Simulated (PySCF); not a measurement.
# Relaxation of doublet IBr₂

Method: PySCF, UB3LYP, basis I def2-SVP with ECP28, Br def2-SVP (scalar-relativistic core potentials, no spin–orbit coupling, density fitting). A (50,194) grid was used.

A hand-made bent start, of C2v symmetry, held to at least that symmetry:

Coordinates in bohr (charge 0 multiplicity 2):
```
I     0.0000    0.0000   -1.4840
Br    3.8235    0.0000    1.1932
Br   -3.8235    0.0000    1.1932
```

Optimiser trace:
| step | E − E(last) (kJ/mol) | largest gradient (Eh/bohr) |
| --- | --- | --- |
| 0 | 97.09 | 0.05109 |
| 1 | 44.55 | 0.01919 |
| 2 | 23.30 | 0.01009 |
| 3 | 11.66 | 0.01317 |
| 4 | 8.02 | 0.01129 |
| 5 | 3.32 | 0.00717 |
| 6 | 0.13 | 0.00138 |
| 7 | 0.00 | 0.00013 |
| 8 | 0.00 | 0.00002 |

It ends at C2v with I–Br 2.654 Å (×2); Br–I–Br 152.2°. No frequency check is given, so it may be a saddle point. Other isomers or separated fragments may lie lower.

Spin–orbit coupling, left out here, can matter for elements this heavy.

The relaxation took roughly 90 core-seconds on a shared host.
